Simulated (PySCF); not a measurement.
An unknown gives this computed stick spectrum. Method used: TDDFT wB97X-D/def2-SVPD, vertical, gas phase, core orbitals frozen in the response (PySCF). Geometries: GFN2-xTB, one conformer each.

```tsv
state	E (eV)	f	main configurations (H = HOMO, L = LUMO)
S1	6.97	0.040	H→L (91%)
S2	7.40	0.065	H→L+1 (90%)
S3	7.63	0.037	H-1→L (90%)
S4	8.02	0.075	H→L+2 (85%)
S5	8.29	0.071	H-1→L+1 (91%)
S6	8.54	0.400	H→L+3 (66%), H→L+4 (12%), H-2→L (11%)
S7	8.63	0.074	H-1→L+2 (72%), H-1→L+3 (14%)
S8	8.69	0.0042	H-3→L (56%), H-2→L+1 (31%)
```

Triplets computed (Tamm–Dancoff): 6.12, 6.51, 7.35 eV.

Task: Which structure fits?
A. `C=C(CF)S[SiH3]`
B. `C[Si](C)(F)[SiH3]`
C. `F/C=C/S[SiH2]C`

Result: B. Its S1, at 6.97 eV, is the highest among the candidates; the nearest of the others has S1 at 5.65 eV. S1 is HOMO→LUMO (91%). Löwdin shares by element: HOMO silicon 55%, carbon 18% (atoms not listed hold the other 26%); LUMO silicon 55%, carbon 14% (atoms not listed hold the other 31%). At the same level the other candidates give, for their lowest levels:
- `C=C(CF)S[SiH3]`: 5.65 eV (f 0.014); 6.00 eV (f 0.017); 6.04 eV (f 0.167); 6.54 eV (f 0.002); 7.12 eV (f 0.005); T1 4.19 eV; HOMO -8.57, LUMO 1.42 eV
- `C[SiH2]S/C=C/F`: 5.29 eV (f 0.001); 5.84 eV (f 0.270); 5.98 eV (f 0.010); 6.38 eV (f 0.000); 6.75 eV (f 0.005); T1 3.91 eV; HOMO -8.14, LUMO 1.53 eV
